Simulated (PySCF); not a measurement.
## How methods differ on the ionisation energy of Al⁺

Al⁺ [Ne] 3s2 (1S) → Al²⁺ [Ne] 3s1 (2S), as a difference of total energies. Computed with PySCF 2.14 in aug-cc-pwCVDZ (6s5p3d, 36 functions), with no relativity, point nucleus. Correlated levels: valence and next inner shell: 1s2 frozen. The calculations carry no spin-orbit coupling.

**Question.** Order these methods by the ionisation energy they give, lowest first.
A. UHF
B. SCS-MP2 (valence and next inner shell)
C. CCSD(T) (valence and next inner shell)
D. CCSD (valence and next inner shell)

**Answer.** A (17.540 eV), B (18.511 eV), D (18.677 eV), C (18.700 eV).

Errors of the correlated levels include the incompleteness of this basis and the frozen core.

For comparison: 18.829 eV (measured; NIST Atomic Spectra Database, ionization energies).
